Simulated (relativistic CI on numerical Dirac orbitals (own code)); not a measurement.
# Crystal-field levels of Tc4+, 4d3

Calculated by Dirac-Coulomb-Breit CI, KLI orbitals optimised for each configuration, a model potential for QED, one configuration in a parametric crystal field, unscaled Slater integrals (own radial code). With so little scaling, terms lie 10 to 35 % too far apart, which can change the order of excited levels.

Field parameters in Wybourne normalisation: Oh B⁴₀ = 21Dq, B⁴₄ = √(5/14) B⁴₀. The field is a parameter set, without covalency.

S is read from ⟨S²⟩ = S(S + 1).

Levels (cm⁻¹, degeneracy): 0 (4), 7041 (2), 7123 (4), 7500 (4), 7751 (2), 11808 (2), 12120 (4), 12922 (4), 13495 (2), 17067 (4), 18031 (4), 18166 (2).

(1) Which field gives this pattern?
A. Oh, 10Dq = 42050 cm⁻¹
B. Oh, 10Dq = 24650 cm⁻¹
C. Oh, 10Dq = 7250 cm⁻¹
D. Oh, 10Dq = 36250 cm⁻¹

Results:

(1) C. Oh, 10Dq = 7250 cm⁻¹, ground level with S = 1.50.
